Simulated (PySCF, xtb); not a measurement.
## CH2OSn: which of two structures lies lower

We compare a, a singlet given by its coordinates, with b, a singlet given by its coordinates. Both are isolated molecules in the gas phase, relaxed with B3LYP-D3(BJ)/def2-SVP.

a (Å):

```
atom    x (Å)    y (Å)    z (Å)
   C  -0.8045  -0.1808  -0.0757
   O  -1.0372   0.1657  -1.2240
  Sn   1.1344   0.9303  -0.0504
   H   1.9232  -0.5683  -0.6417
   H  -1.5417  -0.8274   0.4719
```

Close contacts (Å): C1–O2 1.22, C1–Sn3 2.23, O2–Sn3 2.58, C1–H5 1.12, Sn3–H4 1.79.

b (Å):

```xyz
5

C     0.6590    0.7801    0.6446
O     0.7526    1.9072    0.6784
Sn    0.3044   -1.5709    0.4377
H     0.4134   -1.4304    2.2170
H     2.0843   -1.5122    0.2762
```

Close contacts (Å): C1–O2 1.13, C1–Sn3 2.39, Sn3–H4 1.79, Sn3–H5 1.79.

Q: Estimate which is lower in electronic energy at CCSD(T)/def2-TZVP, and by roughly how much.

A: The CCSD(T)/def2-TZVP calculation puts structure b lower, by 51.3 kJ/mol.

Level by level:

| level | geometry | E(b) − E(a) (kJ/mol) | departure from the last row (kJ/mol) | job, with rough time for the two |
| --- | --- | --- | --- | --- |
| B3LYP-D3(BJ)/def2-SVP | B3LYP-D3(BJ)/def2-SVP | −35.9 | +15.4 | optimisation, 4.5 min |
| HF/def2-TZVP | B3LYP-D3(BJ)/def2-SVP | −77.9 | −26.6 | part of the CCSD(T) run |
| MP2/def2-TZVP | B3LYP-D3(BJ)/def2-SVP | −51.6 | −0.3 | part of the CCSD(T) run |
| CCSD(T)/def2-TZVP | B3LYP-D3(BJ)/def2-SVP | −51.3 |  | single point, 5.6 min |

The levels shown agree on the order. The largest departure from CCSD(T)/def2-TZVP is that of HF/def2-TZVP, 26.6 kJ/mol. No reliable frequencies are at hand for a or b, so they aren't confirmed as minima. Levels run at GFN2-xTB geometries aren't shown.

The T1 diagnostic of structure a is large, so the coupled-cluster value is less sure. The correlated steps freeze 6 core orbitals; the filled d shell of Sn is correlated, in a basis made for valence electrons. Atoms past krypton carry core potentials in the def2 sets and no spin–orbit term is included. Run with PySCF 2.14.0; the last row on 2 threads of Intel(R) Xeon(R) Processor @ 2.50GHz (Skylake/Cascade Lake) on a shared host.
